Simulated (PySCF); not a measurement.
## Computed properties of CI2, SMILES I[C]I

CI₂, SMILES [C](I)I (connectivity only; charge and spin as stated), neutral, multiplicity 1. Geometry optimised at B3LYP-D3(BJ)/def2-TZVP. The def2 effective core potentials stand for the cores of I; spin–orbit coupling is left out. The values are those of a single conformer. All values are computed for the isolated molecule unless a solvent is named; none is compared with measurement here.

**Structure.** The optimised structure has C2v symmetry. All 3 harmonic modes at B3LYP-D3(BJ)/def2-TZVP (PySCF) are real, so it is a minimum. With heavy atoms numbered as in [C:1]([I:2])[I:3], the shortest bond between them is C1–I2 at 2.107 Å and the longest C1–I3 at 2.107 Å.

**Vibrations.** The strongest infrared lines (harmonic, unscaled, degenerate partners summed) lie at 579 cm⁻¹ (279 km/mol, C 94 %), 496 cm⁻¹ (3 km/mol, C 92 %, I 8 %), 132 cm⁻¹ (1 km/mol, I 96 %). The softest mode is at 132 cm⁻¹ and the zero-point energy is 1.7 kcal/mol.

**Electronic structure.** CAM-B3LYP/def2-TZVPD (PySCF) places the frontier levels at -8.15 and -2.60 eV, a gap of 5.55 eV, and gives a dipole moment of 1.25 D and a mean polarisability of 89.4 bohr³. PBE/def2-TZVPD (PySCF) at the same geometry gives -5.81 and -4.53 eV, so its gap is 4.27 eV narrower. An orbital gap is neither the optical nor the fundamental gap.

**Excitations.** TDA-CAM-B3LYP/def2-SVPD (PySCF) has S1 at 1.66 eV (747 nm, f = 0.000, dark); the most intense of the 10 singlets computed lies at 5.89 eV (f = 0.45). T1 (TDA) is at 0.46 eV, 1.20 eV under S1. TDA-PBE/def2-SVPD (PySCF) puts S1 at 1.72 eV.
